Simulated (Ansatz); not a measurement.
A run for Ansatz (an electronic-structure program): R-CCSD(T)/cc-pVTZ on AsH3 (SMILES [AsH3]), a point of a bond scan (R = 1.525 Å). The run froze 14 orbitals, filled d shells among them.

Ansatz 0.2 input:
```yaml
crystal:
  periodic: [false, false, false]
  atoms:
    - {symbol: As, position_ang: [0.00042674, 0.00037277, 0.07075147]}
    - {symbol: H, position_ang: [-0.28139953, 1.23234259, -0.78311169]}
    - {symbol: H, position_ang: [-0.93712035, -0.86192286, -0.76812259]}
    - {symbol: H, position_ang: [1.20443737, -0.38272110, -0.78356432]}
basis:
  gaussian:
    orbitals: cc-pVTZ
    pivot_positions_ang: [[0.00042674, 0.00037277, 0.07075147], [-0.28139953, 1.23234259, -0.78311169], [-0.93712035, -0.86192286, -0.76812259], [1.20443737, -0.38272110, -0.78356432]]
magnetization: {spin_polarized: false}
correlation: {method: ccsd_t, electrons: outside_noble_gas}
scf: {lower_state_search: off}
output: {orbitals: {seedname: ./end}}
```

It printed:

```
WARN ansatz: RAYON_NUM_THREADS=2 ignored (pool sized by the plan → 2); use --threads N
Functional definition: HF
these checks for a lower state are left out or cut short: stability, starts, cluster_reference, orbital_swaps, neighbouring_geometries, increment
integrals: 0.07 GiB planned
563 factors; integrals over basis functions are off by at most 2.6e-4 eV
mean field: 0.15 GiB planned
mean field evaluation 1: about -60843.3866 eV, gradient 8.6e0 eV
mean field evaluation 2: about -60843.4470 eV, gradient 8.7e0 eV
mean field evaluation 4: about -60843.9311 eV, gradient 7.1e-1 eV
mean field evaluation 8: about -60843.9334 eV, gradient 1.8e-3 eV
mean field -60843.93338074 eV, -2235.9733102428 hartree, gradient 1.6e-6 eV, S^2 0.000000; 0 other end points of the search recorded, 0 dependent functions left out
14 core orbitals not correlated
reference -60843.93338074 eV, -2235.9733102428 hartree; 4, 4 occupied and 67, 67 virtual orbitals, 563 factors
second order -4.26708169 eV of doubles, -0.00000000 eV of singles
coupled cluster: 0.15 GiB planned
cycle   1  -4.79887265 eV  change   -5.3e-1 eV  update   5.6e-2
cycle   2  -4.99718930 eV  change   -2.0e-1 eV  update   2.0e-2
cycle   3  -5.00787260 eV  change   -1.1e-2 eV  update   5.3e-3
cycle   4  -5.00664251 eV  change    1.2e-3 eV  update   1.8e-3
cycle   5  -5.00617921 eV  change    4.6e-4 eV  update   4.9e-4
cycle   6  -5.00620978 eV  change   -3.1e-5 eV  update   1.3e-4
cycle   7  -5.00623140 eV  change   -2.2e-5 eV  update   3.6e-5
cycle   8  -5.00622789 eV  change    3.5e-6 eV  update   9.8e-6
perturbative correction -0.15694704 eV, -0.0057676975 hartree
Total energy: -60849.09655568 eV, -2236.1630534221 hartree
Checks for a lower state left out: stability, starts, cluster_reference, orbital_swaps, neighbouring_geometries, increment
```

Self-consistency was reached.

Cost: around 2.7 core-seconds (rough).
